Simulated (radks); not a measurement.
As IV, configuration [Ar] 3d10 4s2 (the NIST ground configuration). All-electron calculation, Dirac Kohn-Sham, exchange-only LDA, spin-unpolarised, spherical densities, finite nucleus; Fermi nuclear charge, rms radius 4.0968 fm. Program: a radial shooting solver on a logarithmic mesh with Libxc functionals. Some entries of the table are withheld. Estimate them.

orbital  occ.  eigenvalue (hartree)  <r> (bohr)  <r^2> (bohr^2)
1s1/2       2             -430.9708     0.04556        0.002793
2s1/2       2             -55.71823      0.2028         0.04859
2p1/2       2                   (1)         (2)         0.03753
2p3/2       4                   (3)         (4)         0.03900
3s1/2       2              -8.15659      0.5993          0.4142
3p1/2       2              -6.22131      0.6104             (5)
3p3/2       4              -6.03614      0.6211             (6)
3d3/2       4                   (7)         (8)             (9)
3d5/2       6                  (10)        (11)            (12)
4s1/2       2              -1.59616       1.747           3.455

Answer. 
(1) 2p1/2 eigenvalue (hartree): -49.96026
(2) 2p1/2 <r> (bohr): 0.1748
(3) 2p3/2 eigenvalue (hartree): -48.61935
(4) 2p3/2 <r> (bohr): 0.1785
(5) 3p1/2 <r^2> (bohr^2): 0.4382
(6) 3p3/2 <r^2> (bohr^2): 0.4536
(7) 3d3/2 eigenvalue (hartree): -2.71011
(8) 3d3/2 <r> (bohr): 0.6712
(9) 3d3/2 <r^2> (bohr^2): 0.5670
(10) 3d5/2 eigenvalue (hartree): -2.68310
(11) 3d5/2 <r> (bohr): 0.6758
(12) 3d5/2 <r^2> (bohr^2): 0.5747
